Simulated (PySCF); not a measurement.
Electron correlation in Ru (ruthenium, neutral)

[Kr] 4d6 5s1 6s1, high-spin 7D determinant (an excited configuration). Calculation: PySCF 2.14, in x2c-TZVPPall with one added diffuse shell each of s, p, d, f type (9s7p7d3f1g, 95 functions); scalar relativity by spin-free X2C-1e. Frozen: [Kr]; 8 electrons correlated.

MP2 pair energies summed by pair of shells (mhartree):

| pair | energy | share (%) |
| --- | --- | --- |
| 4d-4d | -105.33 | 77.5 |
| 4d-5s | -25.92 | 19.1 |
| 4d-6s | -2.73 | 2.0 |
| 5s-6s | -2.01 | 1.5 |

Total MP2 correlation energy: -135.99 mhartree.

Same-spin part -83.70 and opposite-spin part -52.29 mhartree; SCS-MP2 scales them by 1/3 and 6/5 to -90.65 mhartree.
